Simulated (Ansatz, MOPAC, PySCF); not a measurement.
Ligands exchanged one at a time, Ga OH-NH2. Isolated molecules, 0 K electronic values unless said otherwise. One relaxed conformer stands for each flexible species; it need not be the lowest. Strings in code marks are SMILES.

Quantity: redistribution energy (mixed species minus the weighted end members), in kcal/mol. Semi-empirical values (MOPAC) are differences of heats of formation.

Level 1: frozen-core CCSD(T)/cc-pVTZ // B3LYP-D3(BJ)/def2-TZVP (Ansatz, a program for electronic structure)
Level 2: frozen-core MP2/cc-pVTZ // B3LYP-D3(BJ)/def2-TZVP (Ansatz)
Level 3: BP86/6-31G* // B3LYP-D3(BJ)/def2-TZVP (PySCF)
Level 4: AM1 // B3LYP-D3(BJ)/def2-TZVP (MOPAC)

```csv
species,level 1,level 2,level 3,level 4
2 of 3 OH replaced by NH2: `[NH2][Ga]([NH2])[OH]`,-0.43,-0.41,-0.41,-1.44
1 of 3 OH replaced by NH2: `[NH2][Ga]([OH])[OH]`,1.04,1.06,1.91,1.44
```
